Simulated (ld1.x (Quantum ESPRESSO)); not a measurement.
**What the settings do to the TM potential of Ni**

Base potential:

* Element: nickel (Ni)
* Generator: ld1.x (Quantum ESPRESSO) 7.5
* Type: norm-conserving Troullier–Martins (Kleinman–Bylander form)
* Functional: LDA (PZ)
* Relativity: non-relativistic
* Frozen core: [Ne]
* Valence charge: 18
* Reference configuration: 3s2 3p6 3d8 4s1.75 4p0.25
* Partial waves: 3s (bound): rc 1.05 bohr; 3d (bound): rc 1.25 bohr; 3p (bound): rc 1.30 bohr
* Local potential: the p channel
* Core correction: none

Occupied shells without a wave of their own: 4p, 4s. They enter only through the test configuration that unscreens the potential.

Cutoffs, loose and tight: the cutoffs (Ry, on a coarse ladder) from which the occupation-weighted sum of valence levels, in a spherical-Bessel basis at the reference potential, stays within 10 and 1 mRy of its value at 400 Ry. They do not see the model core or the augmentation charge, which bear on the density cutoff. Test errors are all-electron minus pseudo excitation energies from the reference, over the configurations 3s2 3p6 3d8 4s2 4p0; 3s2 3p6 3d8 4s1 4p0; 3s2 3p6 3d8 4s0 4p0; 3s2 3p6 3d8 4s0 4p1; 3s2 3p6 3d7 4s2 4p0; 3s2 3p6 3d9 4s1 4p0; 3s2 3p6 3d9 4s0 4p0 (two spin-polarised tests are not counted in the largest error). A dash means not determined; rows that change the core or the reference have their own tests. The largest error is taken over the tests solved by every variant that gives reliable tests at all: 3s2 3p6 3d7 4s2 4p0; 3s2 3p6 3d8 4s0 4p0; 3s2 3p6 3d8 4s0 4p1; 3s2 3p6 3d8 4s1 4p0; 3s2 3p6 3d8 4s2 4p0; 3s2 3p6 3d9 4s0 4p0.

A true bound ghost makes a file unfit for plane-wave use even where its test errors are small: the radial tests pick states by their node count and pass the ghost by.

On the changes marked as counting shells twice: ld1.x takes every shell without a wave as core, so the model core holds the marked electrons as well and exchange and correlation see them twice. This cancels in the reference configuration, but the file is broken for other ones, and its errors say nothing about a proper core correction.

```csv
change,outcome,"cutoff, loose","cutoff, tight",bound ghosts,largest test error (meV)
base,"generated, misses its reference levels by 0.23 eV",160 Ry,300 Ry,none,-685
"core correction a·sin(br)/r model core inside 0.82 bohr (4p, 4s counted twice)","generated, misses its reference levels by 0.23 eV",160 Ry,300 Ry,none,-1379
functional PBE,"generated, misses its reference levels by 0.23 eV",160 Ry,300 Ry,none,-692
wave 3p (bound): rc 1.30 bohr becomes 3p (bound): rc 1.96 bohr,"generated, misses its reference levels by 0.75 eV",160 Ry,300 Ry,none,+2348
wave 3s (bound): rc 1.05 bohr becomes 3s (bound): rc 1.30 bohr,"generated, misses its reference levels by 0.55 eV",160 Ry,260 Ry,none,-1595
```

(1) What comes out with this change to the base: type RRKJ?

(2) What comes out with this change to the base: core [Ar], valence charge 10; reference 3d7 4s0 4p0; waves now 4s (bound): rc 2.05 bohr; 3d (bound): rc 1.25 bohr; 4p (bound): rc 1.75 bohr; core correction Bessel-smoothed model core, default radius (core density twice the valence density)?

(3) What comes out with this change to the base: wave 3d (bound): rc 1.25 bohr becomes 3d (bound): rc 1.26 bohr?

## Answers

(1) outcome: generated, misses its reference levels by 0.15 eV; cutoff, loose: 120 Ry; cutoff, tight: 180 Ry; bound ghosts: none; largest test error (meV): -441.

(2) outcome: generated; cutoff, loose: 160 Ry; cutoff, tight: 300 Ry; bound ghosts: s; largest test error (meV): -1609 over the solved tests; 1 of 9 tests not solved or not reliable.

(3) outcome: generated, misses its reference levels by 0.23 eV; cutoff, loose: 160 Ry; cutoff, tight: 260 Ry; bound ghosts: none; largest test error (meV): -685.
